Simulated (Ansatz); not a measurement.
Computed with Ansatz.

Basis-set series for CH5NSeSi, SMILES `[SeH]C1N[SiH2]1`. The species carries charge 0 and has multiplicity 1. The geometry is a stationary point of PBE0-D4/def2-TZVP. It is one conformer, not always the lowest.

```
functional       basis  functions  energy (Eh)  HOMO (eV)  LUMO (eV)
   PBE0-D4    def2-SVP        103  -2785.89604      -6.27      -0.10
   PBE0-D4  def2-TZVPP        222  -2786.40506      -6.44      -0.54
   ωB97M-V    def2-SVP        103  -2786.20454      -8.45       1.85
   ωB97M-V  def2-TZVPP        222  -2786.71709      -8.63       1.19
```

Q: Give the rows for def2-QZVPP. (An estimate is asked.)

A: The calculation gave: 
```json
{"functional": "PBE0-D4", "basis": "def2-QZVPP", "functions": "423", "energy (Eh)": "-2786.47141", "HOMO (eV)": "-6.47", "LUMO (eV)": "-0.65"}
{"functional": "ωB97M-V", "basis": "def2-QZVPP", "functions": "423", "energy (Eh)": "-2786.78089", "HOMO (eV)": "-8.66", "LUMO (eV)": "0.91"}
```

Positive LUMOs are unbound and depend on the basis. Scalar relativity is left out up to krypton.
